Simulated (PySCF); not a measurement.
Compound: perfluorobutyryl chloride, C4ClF7O.
Numbering: `[O:1]=[C:2]([Cl:3])[C:4]([F:5])([F:6])[C:7]([F:8])([F:9])[C:10]([F:11])([F:12])[F:13]`

Computed by this run: PySCF 2.14.0, PBE0-D3(BJ)/def2-SVP geometry optimisation, gas phase; density fitting, grid level 1; the optimiser is geomeTRIC in internal coordinates, started from a GFN2-xTB structure.

Step 0: E = -37683.5123 eV
```
atom  x, y, z in Å  |  force x, y, z in eV/Å
O1      1.4054    1.5996   -1.2030   -0.010  -0.024   0.117
C2      1.5623    0.6091   -0.5782   -0.243   0.316   0.400
Cl3     2.6516   -0.6557   -0.9881    0.398  -0.357  -0.232
C4      0.7856    0.2976    0.7347   -0.126   0.186   0.665
F5      0.3634    1.4504    1.2854    0.031  -0.329  -0.478
F6      1.5856   -0.2964    1.6385   -0.216  -0.066  -0.459
C7     -0.4510   -0.6259    0.4958   -0.204  -0.379   0.070
F8     -0.0323   -1.8214    0.0370    0.000   0.488  -0.038
F9     -1.0825   -0.8470    1.6592    0.228   0.436  -0.306
C10    -1.4681   -0.0503   -0.5347   -0.362   0.058  -0.348
F11    -1.8339    1.1874   -0.2376    0.178  -0.159   0.161
F12    -2.5559   -0.8052   -0.5844    0.232  -0.073   0.205
F13    -0.9176   -0.0417   -1.7504    0.094  -0.098   0.243
```

Step 1: E = -37683.5645 eV
```
atom  x, y, z in Å  |  force x, y, z in eV/Å
O1      1.4724    1.6949   -1.0640    0.032  -0.071  -0.017
C2      1.5986    0.6429   -0.5423    0.006   0.015  -0.175
Cl3     2.6857   -0.5991   -1.1083   -0.085  -0.044   0.122
C4      0.7911    0.2689    0.7245   -0.180   0.112  -0.141
F5      0.4013    1.4247    1.2661   -0.017  -0.055   0.193
F6      1.5497   -0.4040    1.5918    0.125   0.042   0.006
C7     -0.4761   -0.6020    0.4906    0.047   0.166  -0.066
F8     -0.0834   -1.8157    0.0970   -0.008  -0.076   0.041
F9     -1.0974   -0.6880    1.6703   -0.042  -0.090  -0.036
C10    -1.4933   -0.0821   -0.5566    0.364  -0.147   0.191
F11    -1.8472    1.1620   -0.2976   -0.085   0.020  -0.023
F12    -2.5578   -0.8637   -0.5362   -0.064   0.065  -0.072
F13    -0.9309   -0.1385   -1.7611   -0.094   0.064  -0.021
```

Problem. Estimate the geometry and energy of step 2. (The exact step hangs on the optimiser's Hessian estimate; all steps are aligned on step 1, rigid shifts and turns removed.)

Solution. E = -37683.5810 eV, largest force 0.177 eV/Å
```
atom  x, y, z in Å  |  force x, y, z in eV/Å
O1      1.4501    1.6669   -1.1105    0.129  -0.095  -0.068
C2      1.5791    0.6325   -0.5563   -0.134   0.068   0.093
Cl3     2.6399   -0.6570   -1.0562    0.043   0.056  -0.086
C4      0.7852    0.2875    0.7273   -0.055   0.061   0.000
F5      0.3858    1.4335    1.2842    0.031  -0.063  -0.035
F6      1.5693   -0.3698    1.5854    0.037  -0.009   0.078
C7     -0.4636   -0.6025    0.4907   -0.015   0.034   0.014
F8     -0.0523   -1.8066    0.0832   -0.027  -0.025   0.004
F9     -1.0940   -0.7238    1.6622    0.000  -0.006  -0.026
C10    -1.4761   -0.0742   -0.5495   -0.024  -0.003  -0.071
F11    -1.8603    1.1551   -0.2614    0.005   0.068   0.079
F12    -2.5352   -0.8634   -0.5697   -0.012  -0.065   0.012
F13    -0.9150   -0.0778   -1.7555    0.022  -0.021   0.006
```

The energy changes by -0.0165 eV. The first-order estimate −F·Δx gives -0.0391 eV and the mean of the old and new forces, exact on a quadratic surface, -0.0158 eV. The step makes an angle of 69° with the force vector and moves no atom by more than 0.090 Å.

The cost below is that of the whole optimisation. Time: 5.7 min of wall time; peak memory 1.0 GiB. Hardware: an Arm Neoverse V2 with one thread, no GPU, shared host.
